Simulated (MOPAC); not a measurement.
A run for MOPAC: AM1 on H2OSTe (SMILES O[Te]S), a point of a torsion scan.

```
AM1 1SCF PRECISE CHARGE=0 THREADS=1
H2OSTe

O     -1.52639519 1     0.45749802 1    -0.44561257 1
Te     0.08536073 1    -0.71723118 1    -0.27521104 1
S     -1.04757829 1    -2.59479247 1     0.61927595 1
H     -2.30615067 1    -0.07641507 1    -0.60514877 1
H     -1.01747022 1    -2.27869831 1     1.91132883 1
```

It printed:

```
*******************************************************************************
 **                                                                           **
 **                              MOPAC v23.2.5                                **
 **                                                                           **
 *******************************************************************************
 ** MOPAC's Digital Object Identifier: https://doi.org/10.5281/zenodo.6511958 **
 **                                                                           **
 ** Please cite the open-source release paper for use of this MOPAC version:  **
 ** J. E. Moussa and J. J. P. Stewart (2026)                                  **
 ** MOPAC: An open-source semiempirical molecular orbital program             **
 ** J. Open Source Softw., 11(119), 8025, https://doi.org/10.21105/joss.08025 **
 *******************************************************************************

                              AM1 CALCULATION RESULTS

 *******************************************************************************
 *  AM1        - The AM1 Hamiltonian to be used
 *
 *
 *
 *                 CHARGE ON SYSTEM = 0
 *
 *
 *
 *  PRECISE    - TIGHTER CRITERIA TO BE USED
 *  1SCF       - DO 1 SCF AND THEN STOP
 *  THREADS=1  - MULTI-THREADING NOT USED
 *  T=         - A TIME OF 172800.0 SECONDS REQUESTED
 *  DUMP=N     - RESTART FILE WRITTEN EVERY 7200.0 SECONDS REQUESTED
 *******************************************************************************
AM1 1SCF PRECISE CHARGE=0 THREADS=1
 H2OSTe

   ATOM   CHEMICAL          X               Y               Z
  NUMBER   SYMBOL      (ANGSTROMS)     (ANGSTROMS)     (ANGSTROMS)

     1       O         -1.52639519  *   0.45749802  *  -0.44561257  *
     2      Te          0.08536073  *  -0.71723118  *  -0.27521104  *
     3       S         -1.04757829  *  -2.59479247  *   0.61927595  *
     4       H         -2.30615067  *  -0.07641507  *  -0.60514877  *
     5       H         -1.01747022  *  -2.27869831  *   1.91132883  *



          CARTESIAN COORDINATES

    NO.       ATOM           X           Y           Z

     1         O         -1.5264      0.4575     -0.4456
     2        Te          0.0854     -0.7172     -0.2752
     3         S         -1.0476     -2.5948      0.6193
     4         H         -2.3062     -0.0764     -0.6051
     5         H         -1.0175     -2.2787      1.9113

  H: (AM1): M.J.S. DEWAR ET AL, J. AM. CHEM. SOC. 107 3902-3909 (1985)
  O: (AM1): M.J.S. DEWAR ET AL, J. AM. CHEM. SOC. 107 3902-3909 (1985)
  S: (AM1): M.J.S. DEWAR, Y-C YUAN, INORGANIC CHEMISTRY, 29, 3881:3890,  (1990)
 Te: (AM1): J. J. P. STEWART, J. MOL. MOD., 10, 155-164 (2004)

           Empirical Formula: H2 O Te S  =     5 atoms



      MOLECULAR POINT GROUP   :   C1


      RHF CALCULATION, NO. OF DOUBLY OCCUPIED LEVELS = 10


 -------------------------------------------------------------------------------
 AM1 1SCF PRECISE CHARGE=0 THREADS=1
 H2OSTe



     1SCF WAS SPECIFIED, SO BFGS WAS NOT USED
     SCF FIELD WAS ACHIEVED


                              AM1 CALCULATION
                                                       MOPAC v23.2.5 Linux




          FINAL HEAT OF FORMATION =        -30.63299 KCAL/MOL =    -128.16844 KJ/MOL


          COSMO AREA              =        111.26 SQUARE ANGSTROMS
          COSMO VOLUME            =        100.33 CUBIC ANGSTROMS

          IONIZATION POTENTIAL    =          7.442350 EV
          HOMO LUMO ENERGIES (EV) =         -7.442 -2.140
          NO. OF FILLED LEVELS    =         10
          MOLECULAR WEIGHT        =        177.6752         POINT GROUP:  C1

          MOLECULAR DIMENSIONS (Angstroms)

            Atom       Atom       Distance
            H     5    O     1     3.64705
            H     4   Te     2     2.27654
            H     5    S     3     1.17797


          SCF CALCULATIONS        =          1





   ATOM   CHEMICAL          X               Y               Z
  NUMBER   SYMBOL      (ANGSTROMS)     (ANGSTROMS)     (ANGSTROMS)

     1       O         -1.52639519  *   0.45749802  *  -0.44561257  *
     2      Te          0.08536073  *  -0.71723118  *  -0.27521104  *
     3       S         -1.04757829  *  -2.59479247  *   0.61927595  *
     4       H         -2.30615067  *  -0.07641507  *  -0.60514877  *
     5       H         -1.01747022  *  -2.27869831  *   1.91132883  *

                             CARTESIAN COORDINATES

   1    O       -1.526395190     0.457498020    -0.445612570
   2   Te        0.085360730    -0.717231180    -0.275211040
   3    S       -1.047578290    -2.594792470     0.619275950
   4    H       -2.306150670    -0.076415070    -0.605148770
   5    H       -1.017470220    -2.278698310     1.911328830


           Empirical Formula: H2 O Te S  =     5 atoms



      MOLECULAR POINT GROUP   :   C1


                  EIGENVALUES
 -35.91465 -23.89705 -18.57709 -17.00662 -13.84422 -13.07110 -12.72824 -11.02127
  -9.87793  -7.44235  -2.13995  -0.51140   1.21769   5.57975


              NET ATOMIC CHARGES AND DIPOLE CONTRIBUTIONS

  ATOM NO.   TYPE          CHARGE      No. of ELECS.   s-Pop       p-Pop
    1          O          -0.490359        6.4904     1.88847     4.60189
    2         Te           0.494503        5.5055     1.94715     3.55835
    3          S          -0.276601        6.2766     1.92114     4.35546
    4          H           0.209329        0.7907     0.79067
    5          H           0.063129        0.9369     0.93687
 DIPOLE           X         Y         Z       TOTAL
 POINT-CHG.     2.562    -0.102    -0.456     2.605
 HYBRID        -1.603     0.057     1.109     1.950
 SUM            0.960    -0.044     0.653     1.162


          ATOMIC ORBITAL ELECTRON POPULATIONS

     Atom    s        px        py        pz
    1  O   1.88847   1.24888   1.39241   1.96060
    2 Te   1.94715   0.89660   0.93749   1.72426
    3  S   1.92114   1.78010   1.42325   1.15212
    4  H   0.79067
    5  H   0.93687

 **********************
 *                    *
 * JOB ENDED NORMALLY *
 *                    *
 **********************




 == MOPAC DONE ==
```

The run finished.

Cost: around 0.020 core-seconds (rough).
